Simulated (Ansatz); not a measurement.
Stepwise reaction of `Cl[SiH2][GeH2][Cl]` with water, as a gas-phase model of exchange steps in deposition or etching. ΔE in kJ/mol.

Isolated molecules relaxed with PBE0-D4/def2-TZVP in Ansatz; ΔE leaves out vibrations. CBS: MP2 limit from def2 TZ/QZ plus the TZ coupled-cluster correction, frozen cores. This one scheme is used for every species. DFT in def2-TZVPP. B3LYP here is the variant with VWN-RPA as its local correlation; programs differ in this. For Ge outer-core shells are correlated without core-valence functions, which leaves a few kJ/mol of doubt a bond. Scalar relativity is left out up to krypton. One conformer a species, not always the lowest.

| step | reaction | PBE-D4 | B3LYP-D4 | ωB97M-V | CCSD(T)/CBS |
| --- | --- | --- | --- | --- | --- |
| 2 | `O[SiH](Cl)[GeH2][Cl]` + H₂O → `O[Si](O)(Cl)[GeH2][Cl]` + H₂ | -87.4 | -95.3 | -95.5 | -91.6 |

Give the row of step 1, `Cl[SiH2][GeH2][Cl]` + H₂O → `O[SiH](Cl)[GeH2][Cl]` + H₂. (An estimate is asked.)

Computed: 
| step | reaction | PBE-D4 | B3LYP-D4 | ωB97M-V | CCSD(T)/CBS |
| --- | --- | --- | --- | --- | --- |
| 1 | `Cl[SiH2][GeH2][Cl]` + H₂O → `O[SiH](Cl)[GeH2][Cl]` + H₂ | -80.9 | -85.2 | -85.2 | -80.4 |

By hand: ΔE of the 2 steps together at CCSD(T)/CBS.

(-80.4) + (-91.6) = -172.0 kJ/mol, or -86.0 kJ/mol a step.

In ΔE each step is lower than the one before. All are downhill at CCSD(T)/CBS. PBE-D4 differs from CCSD(T)/CBS by -0.5 to 4.2 kJ/mol a step. Only this route is followed, and other bonds may react first. Isolated molecules leave out the surface, adducts and barriers. Largest T1 diagnostic: 0.011.
